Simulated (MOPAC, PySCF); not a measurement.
C3H9In, SMILES `[CH3][In]([CH3])[CH3]`, neutral singlet in the gas phase. 

Z-matrix (Å, degrees):
```
In
C 1 2.1851
H 2 1.0891 1 111.60
H 2 1.0912 3 109.08 1 -121.73
H 2 1.0917 3 108.82 4 -117.24
C 1 2.1852 2 120.48 3 4.22
H 6 1.0897 1 111.16 2 153.61
H 6 1.0899 7 109.38 1 122.82
H 6 1.0924 7 108.17 8 117.45
C 1 2.1858 2 119.86 3 -175.75
H 10 1.0893 1 111.49 2 14.21
H 10 1.0906 11 109.24 1 -122.29
H 10 1.0921 11 108.55 12 -117.27
```
Charge 0, multiplicity 1.

All levels are single points at this geometry (B3LYP-D3(BJ)/def2-TZVP); Pople sets use spherical d functions. Orbital energies aren't observables, and empty levels follow the basis.

```csv
level,HOMO (eV),LUMO (eV),gap (eV),dipole (D),"vertical IE, Delta-SCF (eV)"
PBE-D3(BJ)/def2-TZVP in PySCF,-5.84,-1.61,4.23,0.00,–
ωB97X-D3(BJ)/def2-TZVP in PySCF,-9.31,0.80,10.12,0.00,9.13
B3LYP/6-311+G** (LANL2DZ on In) in PySCF,-6.85,-1.01,5.83,0.00,–
B3LYP/6-31G* (LANL2DZ on In) in PySCF,-6.55,-0.84,5.71,0.01,8.79
BP86/6-31G* (LANL2DZ on In) in PySCF,-5.68,-1.38,4.30,0.01,–
M06-2X/6-31G* (LANL2DZ on In) in PySCF,-7.90,-0.27,7.63,0.01,–
PBE/6-31G* (LANL2DZ on In) in PySCF,-5.58,-1.35,4.22,0.01,–
SVWN5/6-31G* (LANL2DZ on In) in PySCF,-5.62,-1.44,4.19,0.02,–
HF/6-31G* (LANL2DZ on In) in PySCF,-9.58,1.67,11.25,0.00,8.23
AM1 in MOPAC,-9.70,-1.17,8.53,0.02,–
PM3 in MOPAC,-10.34,-2.52,7.82,0.04,–
PM6 in MOPAC,-10.61,1.50,12.11,0.02,–
PM7 in MOPAC,-10.31,1.05,11.36,0.03,–
```
